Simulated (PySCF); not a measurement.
# Electronic structure of Pt⁺ (platinum, charge +1) at the UHF level

Configuration: [Xe] 4f14 5d9, 2D determinant. All numbers are calculated (PySCF 2.14, scalar relativity through the core potential, in aug-cc-pVTZ-PP with one added diffuse shell each of s, p, d, f, g type with ECP60MDF (7s7p6d4f3g, 113 functions)).

```
Total energy                                                  : -118.237784 hartree
One-electron energy                                           : -203.3605 hartree
Hartree (Coulomb) energy                                      : 95.8251 hartree
Exchange energy                                               : -10.7024 hartree
⟨S²⟩                                                          : 0.9214
⟨L²⟩                                                          : 6.576
Sum of ⟨r⟩                                                    : 23.62 bohr
Sum of ⟨r²⟩                                                   : 39.32 bohr²
Traceless quadrupole moment −½Σ⟨3z² − r²⟩ along its main axis : -0.542 e·bohr²
```

| shell | electrons | mean orbital energy (hartree) | spread (hartree) | rms radius, mean of both spins (bohr) |
| --- | --- | --- | --- | --- |
| 5s α | 1 | -4.72401 | 0 | 1.04 |
| 5s β | 1 | -4.67049 | 0 | 1.04 |
| 5p α | 3 | -2.90291 | 0.05352 | 1.20 |
| 5p β | 3 | -2.82868 | 0.04186 | 1.20 |
| 5d α | 5 | -0.74007 | 0.07699 | 1.78 |
| 5d β | 4 | -0.70638 | 0.03118 | 1.78 |

Energies and moments cover only the electrons outside the core potential. Spin-orbit coupling, absent here, splits the open shell strongly. ⟨S²⟩ = 0.92 against 0.75 shows spin contamination.
